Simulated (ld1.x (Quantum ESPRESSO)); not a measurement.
Transferability test, PAW potential for Au (Z = 79)

gold (Au), PAW, made with ld1.x (Quantum ESPRESSO) 7.5 (LDA (PZ), scalar-relativistic). Core [Kr] 4d10 4f14 5s2, reference 5p6 5d10 6s0 6p1. Waves: 6s (bound, empty): rcut 2.15, rcutus 2.50 bohr; 6s channel at 1.1 Ry: rcut 2.15, rcutus 2.50 bohr; 5p (bound): rcut 1.60, rcutus 2.15 bohr; 6p (bound): rcut 1.60, rcutus 2.15 bohr; 5d (bound): rcut 2.10, rcutus 2.50 bohr; 5d channel at 4 Ry: rcut 2.10, rcutus 2.50 bohr. Local part: all-electron potential smoothed inside 2.05 bohr (lloc = -1). Core correction: a·sin(br)/r model core, default radius (ld1.x builds one for every PAW set, though the input has nlcc=.false.). Augmentation charge: PSQ, inside the norm-conserving radii.

Energies are relative to the spin-unpolarised reference configuration 5p6 5d10 6s0 6p1; without spin polarisation the order of configurations can differ from experiment. Spin-polarised rows fill each open shell by Hund’s rule, majority spin first. The frozen-core shift is the all-electron ΔE with the core orbitals held at their reference shape minus the fully relaxed ΔE.

(1) Give the all-electron excitation energy and the error of the potential for: 5p6 5d10 6s1 6p0; 5p6 5d10 6s0 6p0; 5p6 5d9 6s0 6p0; 5p6 5d9 6s1 6p0; 5p6 5d10 6s0.5 6p0; 5p6 5d9 6s2 6p0; 5p6 5d8 6s0 6p0; 5p6 5d10 6s0 6p1 (spin-polarised); 5p6 5d10 6s1 6p0 (spin-polarised).

Answers

(1)

```
            valence configuration  charge  ΔE all-electron (eV)  error AE − PS (meV)  frozen-core shift (meV)
                 5p6 5d10 6s1 6p0       0                -5.398                 +2.6                     -1.8
                 5p6 5d10 6s0 6p0      +1                 4.376                 -2.0                     +2.2
                  5p6 5d9 6s0 6p0      +2                25.877                 +0.6                     +4.0
                  5p6 5d9 6s1 6p0      +1                 6.976                 +4.3                     -1.6
               5p6 5d10 6s0.5 6p0    +0.5                -1.451                 +0.3                     -0.1
                  5p6 5d9 6s2 6p0       0                -3.797                  +12                     -4.5
                  5p6 5d8 6s0 6p0      +3                60.044                 -4.5                      +23
5p6 5d10 6s0 6p1 (spin-polarised)       0                -0.118                 +0.1                     -0.1
5p6 5d10 6s1 6p0 (spin-polarised)       0                -5.532                 +2.6                     -1.8
```

A variational frozen-core shift is positive and of second order in the change. This column holds negative values, so the frozen-core run of ld1.x carries numerical noise or an error of first order here, and the column gives no more than the rough size of the effect.
